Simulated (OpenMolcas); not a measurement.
# Nd: effect of the active space

* Program: OpenMolcas
* Method: CASSCF or its RAS form
* Basis: ANO-RCC-VDZP
* Scalar Hamiltonian: DKH2, point nucleus
* Spin-orbit coupling: state interaction with AMFI integrals over the reference wave functions, term energies averaged over their components

A. 4 electrons in 7 orbitals (4f); 2S+1 = 5 even, 35 roots; 2S+1 = 3 even, 210 roots (117 in the spin-orbit step); 2S+1 = 1 even, 196 roots (75 in the spin-orbit step); cost about 2.5 core-minutes
B. 4 electrons in 12 orbitals (RAS2 4f; RAS3 5d, at most 1 electron); 2S+1 = 5 even, 35 roots (21 in the spin-orbit step); 2S+1 = 3 even, 99 roots kept (CI in the orbitals of an earlier block, 15 in the spin-orbit step); 2S+1 = 1 even, 22 roots kept (CI in the orbitals of an earlier block, 0 in the spin-orbit step); 2S+1 = 5 odd, 175 roots (105 in the spin-orbit step); 2S+1 = 3 odd, 101 roots kept (CI in the orbitals of an earlier block); 2S+1 = 1 odd, 107 roots kept (CI in the orbitals of an earlier block, 55 in the spin-orbit step); cost roughly 4 core-minutes

Energies in cm-1 above 4f4 6s2 5I4, the measured ground level; measured values from NIST Handbook of Basic Atomic Spectroscopic Data.

```json
{"Level": "4f4 6s2 5I4", "A": "0.0", "B": "0.0", "Measured": "0.0"}
{"Level": "4f4 6s2 5I5", "A": "1175", "B": "1047", "Measured": "1128"}
{"Level": "4f4 6s2 5I6", "A": "2498", "B": "2264", "Measured": "2367"}
{"Level": "4f4 6s2 5I7", "A": "3932", "B": "3628", "Measured": "3682"}
{"Level": "4f4 6s2 5I8", "A": "5447", "B": "5118", "Measured": "5049"}
```

B puts 4f3 5d 6s2 5L* 6 lowest.

Deviations, from unrounded energies. A percentage is the sum of absolute deviations over the sum of measured energies, with the sign that they share, or ± where signs differ.

| Against measurement | Levels | A | B |
| --- | --- | --- | --- |
| mean absolute deviation (cm-1) | 4 | 210 | 77 |
| fine structure of the ground term (%) | 4 | +6.8 | ±2.5 |

B lies closest to measurement on these levels. The largest miss of B in the table is 4f4 6s2 5I6, by -100 cm-1. The ranking rests on the paired levels alone, and a cruder setting can come out closer through cancelling errors.

The spin-orbit steps hold different terms of 4f4 6s2 (B lacks among others 1D, 1G, 1H, 1I, 1K), which shifts levels as well.

Between A and B the level of the table that moves most is 4f4 6s2 5I8, by 330 cm-1 (lowest in B, highest in A).

High states are left out of the spin-orbit mixing, which shifts the levels that they would mix with. Without dynamic correlation excited terms often stand tens of per cent too high (terms of higher spin than the ground term too low), and those without a measured partner can miss by more than the paired ones. With the s shell closed, the reference lacks s² → p² mixing (holds for A). The lowest computed level is not the ground level that NIST lists (5I4) (holds for B). Measured partners are found by configuration, term and J. A level has none where our copy of the source lacks it or the pairing is in doubt (some pairs that miss far off the trend of their configuration count as doubtful), and it then counts in no deviation. Levels of configurations outside the active space are missing. The table leaves out levels that lie high or whose names do not pair safely across all columns.

* marks odd parity.
